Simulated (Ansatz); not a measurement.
ClFH3OSi2 (`F[Si](Cl)O[SiH3]`) radical. Charge 0, multiplicity 2.

Cartesian coordinates in Å:
```
F -1.8492 0.8817 -1.3355
Si -0.3123 0.6235 -1.6739
Cl 0.5433 2.4330 -2.1022
O 0.4060 -0.0197 -0.3857
Si 0.3166 -0.8074 1.0603
H -0.6300 -1.9442 0.9494
H -0.1481 0.1372 2.1041
H 1.6737 -1.3041 1.3834
```

Problem. What are the harmonic wavenumbers in cm⁻¹ at PBE0-D4/def2-TZVP (Ansatz, finite differences of forces, unscaled)? (An estimate is asked.)

Solution. Computed: 5i, 26, 51, 193, 262, 354, 532, 637, 721, 730, 887, 954, 955, 972, 1138, 2242, 2248, 2258.
